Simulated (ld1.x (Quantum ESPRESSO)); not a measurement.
# Configuration tests for Cu (TM)

```
Element                 : Cu
Generator               : ld1.x (Quantum ESPRESSO) 7.5
Type                    : norm-conserving Troullier–Martins (Kleinman–Bylander form)
Functional              : LDA (PZ)
Relativity              : scalar-relativistic
Frozen core             : [Ne]
Valence charge          : 19
Reference configuration : 3s2 3p6 3d10 4s0.75 4p0.25
Partial waves           : 3s (bound): rc 1.15 bohr; 3d (bound): rc 1.30 bohr; 3p (bound): rc 0.85 bohr
Local potential         : the p channel
Core correction         : none
```

Occupied shells without a wave of their own: 4p, 4s. They enter only through the test configuration that unscreens the potential.

Energies are relative to the spin-unpolarised reference configuration 3s2 3p6 3d10 4s0.75 4p0.25; without spin polarisation the order of configurations can differ from experiment. Spin-polarised rows fill each open shell by Hund’s rule, majority spin first.

| valence configuration | charge | ΔE all-electron (eV) | error AE − PS (meV) |
| --- | --- | --- | --- |
| 3s2 3p6 3d10 4s1 4p0 | 0 | -1.026 | +81 |
| 3s2 3p6 3d10 4s0 4p0 | +1 | 7.408 | -335 |
| 3s2 3p6 3d9 4s0 4p0 | +2 | 29.095 | -549 |
| 3s2 3p6 3d7 4s0 4p0 | +4 | 128.490 | -1012 |
| 3s2 3p6 3d10 4s0.5 4p0 | +0.5 | 2.276 | -97 |
| 3s2 3p6 3d9 4s1 4p1 | 0 | 5.908 | +137 |
| 3s2 3p6 3d10 4s0.75 4p0.25 (spin-polarised) | 0 | -0.160 | -0.8 |

Question: What are ΔE and the potential's error for 3s2 3p6 3d10 4s1 4p0 (spin-polarised)?

Answer: ΔE = -1.210 eV all-electron; the error (AE − PS) is +82 meV.

Question: What are ΔE and the potential's error for 3s2 3p6 3d9 4s2 4p0?

Answer: ΔE = 0.977 eV all-electron; the error (AE − PS) is +542 meV.

Levels in the configuration 3s2 3p6 3d7 4s0 4p0:

```json
{"level": "3s", "all-electron (eV)": "-183.216", "pseudo (eV)": "-183.747"}
{"level": "3p", "all-electron (eV)": "-140.527", "pseudo (eV)": "-140.964"}
{"level": "3d", "all-electron (eV)": "-71.249", "pseudo (eV)": "-71.366"}
```

The 4p, 4s levels have no wave, so the channel is fitted at the deeper level alone: the likely source of the large errors.

The potential misses its own reference levels by up to 0.3 eV.
